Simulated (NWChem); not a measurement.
All runs are NWChem calculations. System: H5PSi, charge 1, spin multiplicity 2, at the geometry of a parent with another charge or spin, in a state set for the comparison that need not be this species' ground state. Its SCF solution wasn't tested for a lower state. Level: UCAM-B3LYP/def2-TZVP.

Input file:

```
start mol
memory heap 200 mb stack 900 mb global 1100 mb
charge 1
geometry units angstroms nocenter noautoz noautosym
  Si    -1.075030     0.095518     0.224138
  P      1.129043    -0.077212    -0.349040
  H     -1.851635    -0.886897    -0.609591
  H     -1.536128     1.486890    -0.114786
  H     -1.359341    -0.170039     1.678920
  H      1.298076    -1.318950     0.364653
  H      1.563795     0.709924     0.778477
end
basis spherical
  * library def2-tzvp
end
dft
  xc xcamb88 1.00 lyp 0.81 vwn_5 0.19 hfexch 1.00
  cam 0.33 cam_alpha 0.19 cam_beta 0.46
  odft
  mult 2
  direct
  iterations 100
end
task dft energy
```

NWChem printed:

```
             Northwest Computational Chemistry Package (NWChem) 7.3.0
             --------------------------------------------------------

                                NWChem Input Module
                                -------------------

 Scaling coordinates for geometry "geometry" by  1.889725989
 (inverse scale =  0.529177249)

                             Geometry "geometry" -> ""
                             -------------------------

 Output coordinates in angstroms (scale by  1.889725989 to convert to a.u.)

  No.       Tag          Charge          X              Y              Z
 ---- ---------------- ---------- -------------- -------------- --------------
    1 Si                  14.0000    -1.07503000     0.09551800     0.22413800
    2 P                   15.0000     1.12904300    -0.07721200    -0.34904000
    3 H                    1.0000    -1.85163500    -0.88689700    -0.60959100
    4 H                    1.0000    -1.53612800     1.48689000    -0.11478600
    5 H                    1.0000    -1.35934100    -0.17003900     1.67892000
    6 H                    1.0000     1.29807600    -1.31895000     0.36465300
    7 H                    1.0000     1.56379500     0.70992400     0.77847700

 Effective nuclear repulsion energy (a.u.)      89.2003269360

            Nuclear Dipole moment (a.u.)
            ----------------------------
        X                 Y               Z
 ---------------- ---------------- ----------------
    -0.0000151178     0.0000000000     0.0000094486


 Summary of "ao basis" -> "" (spherical)
 ------------------------------------------------------------------------------
       Tag                 Description            Shells   Functions and Types
 ---------------- ------------------------------  ------  ---------------------
 *                         def2-tzvp                  on all atoms

                                 NWChem DFT Module
                                 -----------------

 Summary of "ao basis" -> "ao basis" (spherical)
 ------------------------------------------------------------------------------
       Tag                 Description            Shells   Functions and Types
 ---------------- ------------------------------  ------  ---------------------
 Si                        def2-tzvp                13       37   5s5p2d1f
 P                         def2-tzvp                13       37   5s5p2d1f
 H                         def2-tzvp                 4        6   3s1p

 Summary of "ao basis" -> "ao basis" (spherical)
 ------------------------------------------------------------------------------
       Tag                 Description            Shells   Functions and Types
 ---------------- ------------------------------  ------  ---------------------
 Si                        def2-tzvp                13       37   5s5p2d1f
 P                         def2-tzvp                13       37   5s5p2d1f
 H                         def2-tzvp                 4        6   3s1p

  int_init: cando_txs set to always be  F

            General Information
            -------------------
          SCF calculation type: DFT
          Wavefunction type:  spin polarized.
          No. of atoms     :     7
          No. of electrons :    33
           Alpha electrons :    17
            Beta electrons :    16
          Charge           :     1
          Spin multiplicity:     2
          Use of symmetry is: off; symmetry adaption is: off
          Maximum number of iterations: 100
          This is a Direct SCF calculation.
          AO basis - number of functions:   104
                     number of shells:    46
          Convergence on energy requested:  1.00D-06
          Convergence on density requested:  1.00D-05
          Convergence on gradient requested:  5.00D-04

              XC Information
              --------------
                     Hartree-Fock (Exact) Exchange  1.000
                   CAM-Becke88 Exchange Functional  1.000
                      VWN V Correlation Functional  0.190 local
              Lee-Yang-Parr Correlation Functional  0.810

           Range-Separation Parameters
           ---------------------------
           Alpha           :  0.19
           Beta            :  0.46
           Gamma           :  0.33
           Short-Range HF  :     F

             Grid Information
             ----------------
          Grid used for XC integration:  medium
          Radial quadrature: Mura-Knowles
          Angular quadrature: Lebedev.
          Tag              B.-S. Rad. Rad. Pts. Rad. Cut. Ang. Pts.
          ---              ---------- --------- --------- ---------
          Si                  1.10       88          10.0       590
          P                   1.00       88          10.0       590
          H                   0.35       45          11.0       434
          Grid pruning is: on
          Number of quadrature shells:   401
          Spatial weights used:  Erf1

          Convergence Information
          -----------------------
          Convergence aids based upon iterative change in
          total energy or number of iterations.
          Levelshifting, if invoked, occurs when the
          HOMO/LUMO gap drops below (HL_TOL):  1.00D-02
          DIIS, if invoked, will attempt to extrapolate
          using up to (NFOCK): 10 stored Fock matrices.

                    Damping( 0%)  Levelshifting(0.5)       DIIS
                  --------------- ------------------- ---------------
          dE  on:    start            ASAP                start
          dE off:    2 iters        100 iters           100 iters
[...]
              MO Center= -1.3D+00,  2.0D-01, -1.5D-01, r^2= 2.4D+00
   Bfn.  Coefficient  Atom+Function         Bfn.  Coefficient  Atom+Function
  ----- ------------  ---------------      ----- ------------  ---------------
    16      0.326652  1 Si py                76     -0.217898  3 H  s
    82      0.215478  4 H  s                 75     -0.139363  3 H  s
    81      0.137790  4 H  s                  7     -0.129385  1 Si py
    13      0.126905  1 Si py                19      0.106496  1 Si py
    77     -0.105280  3 H  s                 83      0.104131  4 H  s

 Vector   18  Occ=0.000000D+00  E=-1.892347D-01
              MO Center=  4.4D-01, -5.0D-02, -4.6D-02, r^2= 4.4D+00
   Bfn.  Coefficient  Atom+Function         Bfn.  Coefficient  Atom+Function
  ----- ------------  ---------------      ----- ------------  ---------------
     5      0.851564  1 Si s                 55      0.718333  2 P  px
    95     -0.431686  6 H  s                101     -0.422210  7 H  s
    18      0.417651  1 Si px                89     -0.370476  5 H  s
    15      0.339783  1 Si px                 4      0.328995  1 Si s
    52      0.277683  2 P  px                57      0.231717  2 P  pz

 Vector   19  Occ=0.000000D+00  E=-1.837010D-01
              MO Center=  1.0D+00, -8.7D-02, -2.4D-01, r^2= 3.2D+00
   Bfn.  Coefficient  Atom+Function         Bfn.  Coefficient  Atom+Function
  ----- ------------  ---------------      ----- ------------  ---------------
    56      0.845732  2 P  py               101     -0.753360  7 H  s
    95      0.746996  6 H  s                 53      0.304481  2 P  py
   100     -0.195756  7 H  s                 94      0.194492  6 H  s
    57      0.175230  2 P  pz                50      0.151604  2 P  py
    64     -0.144100  2 P  d -1              59     -0.118708  2 P  d -1

 Vector   20  Occ=0.000000D+00  E=-1.513978D-01
              MO Center=  2.3D-01, -7.5D-02,  2.2D-01, r^2= 6.1D+00
   Bfn.  Coefficient  Atom+Function         Bfn.  Coefficient  Atom+Function
  ----- ------------  ---------------      ----- ------------  ---------------
    42      1.351759  2 P  s                 18     -0.785717  1 Si px
    95     -0.708180  6 H  s                101     -0.707983  7 H  s
    57      0.618514  2 P  pz                41      0.324096  2 P  s
    89     -0.232778  5 H  s                 15     -0.230207  1 Si px
    40     -0.214152  2 P  s                 83     -0.204015  4 H  s

                     DFT Final Beta Molecular Orbital Analysis
                     -----------------------------------------

 Vector   14  Occ=1.000000D+00  E=-6.444645D-01
              MO Center=  5.7D-02, -6.1D-02,  2.5D-01, r^2= 3.1D+00
   Bfn.  Coefficient  Atom+Function         Bfn.  Coefficient  Atom+Function
  ----- ------------  ---------------      ----- ------------  ---------------
    52      0.249056  2 P  px                54      0.214930  2 P  pz
    17      0.209787  1 Si pz                41     -0.200093  2 P  s
    88      0.169299  5 H  s                 42     -0.150366  2 P  s
    40      0.118421  2 P  s                 15     -0.111308  1 Si px
    87      0.110374  5 H  s                 94      0.107633  6 H  s

 Vector   15  Occ=1.000000D+00  E=-6.045445D-01
              MO Center= -1.3D+00,  2.2D-01, -1.4D-01, r^2= 2.5D+00
   Bfn.  Coefficient  Atom+Function         Bfn.  Coefficient  Atom+Function
  ----- ------------  ---------------      ----- ------------  ---------------
    16      0.326155  1 Si py                82      0.218573  4 H  s
    76     -0.214601  3 H  s                 81      0.139958  4 H  s
    75     -0.137395  3 H  s                  7     -0.129405  1 Si py
    13      0.126878  1 Si py                19      0.107014  1 Si py
    83      0.106067  4 H  s                 77     -0.104073  3 H  s

 Vector   16  Occ=1.000000D+00  E=-6.028935D-01
              MO Center= -9.3D-01,  5.3D-02,  2.7D-01, r^2= 3.1D+00
   Bfn.  Coefficient  Atom+Function         Bfn.  Coefficient  Atom+Function
  ----- ------------  ---------------      ----- ------------  ---------------
    17      0.248535  1 Si pz                52     -0.186848  2 P  px
    15      0.185638  1 Si px                88      0.177305  5 H  s
    76     -0.155041  3 H  s                 82     -0.149265  4 H  s
    87      0.113439  5 H  s                 75     -0.099778  3 H  s
     8     -0.097727  1 Si pz                14      0.096176  1 Si pz

 Vector   17  Occ=0.000000D+00  E=-4.002113D-01
              MO Center=  8.4D-01, -5.2D-02, -2.8D-01, r^2= 2.9D+00
   Bfn.  Coefficient  Atom+Function         Bfn.  Coefficient  Atom+Function
  ----- ------------  ---------------      ----- ------------  ---------------
    54      0.308057  2 P  pz                41     -0.267290  2 P  s
    42     -0.240470  2 P  s                 52     -0.240163  2 P  px
    57      0.238837  2 P  pz                15      0.176257  1 Si px
    55     -0.168165  2 P  px                40      0.156576  2 P  s
    51      0.144767  2 P  pz                45     -0.125593  2 P  pz

 Vector   18  Occ=0.000000D+00  E=-1.713971D-01
              MO Center=  9.5D-01, -7.9D-02, -2.3D-01, r^2= 3.3D+00
   Bfn.  Coefficient  Atom+Function         Bfn.  Coefficient  Atom+Function
  ----- ------------  ---------------      ----- ------------  ---------------
    56      0.859475  2 P  py                95      0.778352  6 H  s
   101     -0.775745  7 H  s                 53      0.282866  2 P  py
    94      0.190850  6 H  s                100     -0.190089  7 H  s
    57      0.175633  2 P  pz                50      0.145299  2 P  py
    55      0.110501  2 P  px                64     -0.110861  2 P  d -1

 Vector   19  Occ=0.000000D+00  E=-1.621341D-01
              MO Center=  4.5D-01, -6.3D-02,  2.5D-02, r^2= 5.0D+00
   Bfn.  Coefficient  Atom+Function         Bfn.  Coefficient  Atom+Function
  ----- ------------  ---------------      ----- ------------  ---------------
     5      1.023504  1 Si s                 55      0.862587  2 P  px
   101     -0.493809  7 H  s                 95     -0.488066  6 H  s
    18      0.482199  1 Si px                89     -0.406165  5 H  s
     4      0.339175  1 Si s                 15      0.333075  1 Si px
    52      0.252347  2 P  px                57      0.227360  2 P  pz

   alpha - beta orbital overlaps
   -----------------------------

   alpha      1      2      3      4      5      6      7      8      9     10
    beta      1      2      3      4      7      5      6      8      9     10
 overlap   1.000  1.000  1.000  1.000  0.904  1.000  0.904  0.996  0.996  1.000

   alpha     11     12     13     14     15     16     17     18     19     20
    beta     11     12     13     14     17     16     15     19     18     20
 overlap   0.997  0.992  1.000  0.927  0.892  0.970  1.000  0.991  0.992  0.998

   alpha     21     22     23     24     25     26     27     28     29     30
    beta     21     22     23     25     24     26     27     28     29     30
 overlap   0.992  0.991  0.999  0.908  0.933  0.962  0.945  0.957  0.999  0.982

   alpha     31     32     33     34     35     36     37     38     39     40
    beta     31     32     33     34     35     36     37     38     39     40
 overlap   0.985  0.994  0.996  0.993  0.996  0.994  0.946  0.996  0.875  0.903

   alpha     41     42     43     44     45     46     47     48     49     50
    beta     41     42     43     44     45     46     47     48     49     50
 overlap   0.997  0.997  0.999  0.999  0.996  0.998  1.000  0.997  0.998  0.997

   alpha     51     52     53     54     55     56     57     58     59     60
    beta     51     52     53     54     55     56     58     57     59     60
 overlap   0.997  0.999  0.999  0.999  0.998  0.998  0.996  0.999  0.997  0.992

   alpha     61     62     63     64     65     66     67     68     69     70
    beta     62     61     63     64     65     66     67     68     69     70
 overlap   0.989  0.990  0.990  0.953  0.962  0.991  0.940  0.962  0.991  0.989

   alpha     71     72     73     74     75     76     77     78     79     80
    beta     71     72     73     75     74     76     77     78     79     80
 overlap   0.998  0.998  1.000  0.999  0.998  1.000  0.999  0.999  0.990  0.999

   alpha     81     82     83     84     85     86     87     88     89     90
    beta     81     82     83     84     85     86     87     88     89     90
 overlap   0.991  0.998  0.999  0.998  1.000  0.999  0.997  0.998  1.000  1.000

   alpha     91     92     93     94     95     96     97     98     99    100
    beta     91     92     93     94     95     96     97     98     99    100
 overlap   1.000  0.999  1.000  1.000  0.999  1.000  1.000  1.000  1.000  0.999

   alpha    101    102    103    104
    beta    101    102    103    104
 overlap   1.000  0.999  1.000  1.000

     --------------------------
     Expectation value of S2:
     --------------------------
      <S2> =      0.7564 (Exact =     0.7500)

 center of mass
 --------------
 x =   0.08843798 y =   0.00296147 z =  -0.07165271

 moments of inertia (a.u.)
 ------------------
          52.892291268108          23.562606523446          64.688611572963
          23.562606523446         330.662363099142          -5.695571296107
          64.688611572963          -5.695571296107         318.844108931458

     Multipole analysis of the density
     ---------------------------------

     L   x y z        total         alpha         beta         nuclear
     -   - - -        -----         -----         ----         -------
     0   0 0 0      1.000000    -17.000000    -16.000000     34.000000

     1   1 0 0      0.802037     -0.495093      1.297145     -0.000015
     1   0 1 0     -0.119288     -0.006332     -0.112956      0.000000
     1   0 0 1      0.065898      0.349896     -0.284007      0.000009

     2   2 0 0    -12.374494    -94.182925    -86.271674    168.080105
     2   1 1 0     -0.423735      6.544500      6.451273    -13.419508
     2   1 0 1     -1.695938     16.457932     12.453800    -30.607669
     2   0 2 0    -18.198665    -19.394914    -18.398608     19.594857
     2   0 1 1      0.111160     -1.456409     -1.504149      3.071719
     2   0 0 2    -17.694521    -22.291872    -18.519260     23.116611

 Task  times  cpu:       80.6s     wall:       80.6s

 Total times  cpu:       80.7s     wall:       80.7s
```
